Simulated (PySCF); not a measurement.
SMILES C[Si](C)(O)[SiH3] at its GFN2-xTB optimised geometry (Å):

```
15

Si    -1.4637    -1.5165     1.8439
Si    -0.5374    -0.4635     0.0000
C      1.3648    -0.4635     0.0000
C     -1.1651    -1.2448    -1.6289
O     -0.8823     1.1424     0.0000
H     -1.1785    -2.9546     1.8745
H     -2.9300    -1.4008     1.8851
H     -1.0003    -0.9804     3.1285
H      1.7638     0.0382    -0.8769
H      1.7519     0.0512     0.8740
H      1.7580    -1.4756     0.0115
H     -0.7861    -0.7139    -2.4987
H     -0.8531    -2.2805    -1.7176
H     -2.2510    -1.2301    -1.6856
H     -1.7638     1.4756    -0.1386
```

Computed with PySCF with PBE0/def2-TZVP. Cells within 0.4 Å of a nucleus heavier than hydrogen are left out (blank, or x).

Map of the log10 of the electron density (e/bohr³), floored at −4 on the plane z = 0.0 Å:

```
|000000000000000000000000000|
|000000000000000000000000000|
|000000000000000000000000000|
|000000001111110000000000000|
|000001122333321000000000000|
|000012344444432100000000000|
|000123456666543210000000000|
|000134677888754321100000000|
|0002356889x9865322222100000|
|000235689xxx875433333211000|
|0001346789xx875445544321000|
|000124567899866566665432100|
|000123456788766677776543100|
|000123456789877788887643210|
|00012345679xx8788xx87643210|
|00122345679xx8788xx87643210|
|001233456779877788887643210|
|001233456677666778887643200|
|001223455666655667887643100|
|001223345555544556776542100|
|001122334444433445555432000|
|000112233333322233443321000|
|000011222332221122222210000|
|000000112222110001111000000|
|000000011111100000000000000|
|000000000100000000000000000|
|000000000000000000000000000|
```
Scale: ten equal steps from -4.00 (start of '0') to -0.123 (end of '9'), in the order '0123456789'; x runs from -4.00 to 4.00, y from -4.00 (bottom) to 4.00 (top).
